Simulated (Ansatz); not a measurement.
Geometry optimisation, Ansatz 0.2.0, RKS PBE/6-31G*.

input.yaml

```yaml
crystal:
  periodic: [false, false, false]
  atoms:
    - { symbol: Si, position_ang: [0.101557, 0.007975, 0.15373] }
    - { symbol: H, position_ang: [0.699301, -0.053513, 1.478551] }
    - { symbol: F, position_ang: [1.540849, 0.256547, -0.498663] }
    - { symbol: O, position_ang: [-0.914472, 1.329658, 0.06885] }
    - { symbol: H, position_ang: [-1.503614, 1.35265, -0.708501] }
    - { symbol: Si, position_ang: [-0.976159, -1.898814, -0.714636] }
    - { symbol: H, position_ang: [-2.050477, -2.322761, 0.243731] }
    - { symbol: H, position_ang: [-1.646402, -1.550624, -2.01374] }
    - { symbol: H, position_ang: [-0.044084, -3.050019, -0.942721] }
basis:
  gaussian: { orbitals: "6-31G*" }
hamiltonian:
  xc: pbe
relax:
  f_tol: 0.03
  max_steps: 50
```

Command:

```bash
$ ansatz run input.yaml --threads 1 --pin off --max-ram 2048MiB --backend cpu --events-out ev --progress --plain --runs-dir out
```

Q: Where does it end, and by what steps?

A: It converged. After 8 steps the energy has fallen by 0.279 eV; F3 moved furthest, 0.33 Å.

```
step  energy less start (eV)  largest force component (eV/Å)  accepted
   0                  0.0000                           1.528       yes
   1                 -0.2368                           0.463       yes
   2                 -0.2545                           0.384       yes
   3                 -0.2717                           0.172       yes
   4                 -0.2769                           0.060       yes
   5                 -0.2777                           0.044       yes
   6                 -0.2784                           0.030       yes
   7                 -0.2785                           0.063       yes
   8                 -0.2786                           0.013       yes
```

```xyz
9
Properties=species:S:1:pos:R:3
Si 0.114 0.004 0.143
H 0.584 -0.136 1.556
F 1.414 0.303 -0.797
O -0.911 1.323 0.186
H -1.402 1.492 -0.641
Si -0.956 -1.910 -0.703
H -2.090 -2.297 0.203
H -1.531 -1.633 -2.065
H -0.015 -3.074 -0.816
```

Run time: 21 s on 1 thread of Arm Neoverse V2 (shared host), peak memory 0.14 GiB.
